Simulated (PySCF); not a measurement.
Kr(2+): ionisation energy

Kr(2+) [Ar] 3d10 4s2 4p4 (3P) → Kr(3+) [Ar] 3d10 4s2 4p3 (4S), as a difference of total energies. Computed with PySCF 2.14 in jorge-DZP-DKH (8s6p2d1f, 43 functions), with scalar relativity by spin-free X2C-1e. Correlated levels: valence: [Ar] 3d10 frozen. The calculations carry no spin-orbit coupling.

```json
{"method": "UHF", "ionisation energy (eV)": "34.148"}
{"method": "BP86", "ionisation energy (eV)": "35.601"}
{"method": "LDA", "ionisation energy (eV)": "35.728"}
{"method": "MP2 (valence)", "ionisation energy (eV)": "34.300"}
{"method": "SCS-MP2 (valence)", "ionisation energy (eV)": "34.306"}
{"method": "CCSD (valence)", "ionisation energy (eV)": "34.307"}
{"method": "CCSD(T) (valence)", "ionisation energy (eV)": "34.311"}
```

**Question.** How much does correlation contribute at CCSD(T) (valence)?

**Answer.** 34.311 − (34.148) = 0.163 eV, measured against UHF.

The reference lies between the lowest fine-structure levels, while these numbers refer to the centres of the terms.

Errors of the correlated levels include the incompleteness of this basis and the frozen core.

For comparison: 35.838 ± 0.02 eV (measured; NIST Atomic Spectra Database, ionization energies).
